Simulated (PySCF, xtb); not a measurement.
C2H6BO2, SMILES O(C)[B]OC (connectivity only; charge and spin as stated), charge +1, multiplicity 1.

GFN2-xTB in xtb at its own geometry gives an orbital gap of 7.73 eV.

Coordinates come from a PBE0-D3(BJ)/def2-SVP optimisation. The spin state was assumed, not searched. The isomer is the one that the SMILES or the coordinates give; other isomers of the formula were not compared. One conformer was computed; it need not be the lowest.

Task: What does B3LYP/def2-TZVP (PySCF) give? (An estimate is asked for; the answer gives what the named calculation found.)

Result: gap 9.23 eV (levels -14.66 and -5.42 eV).
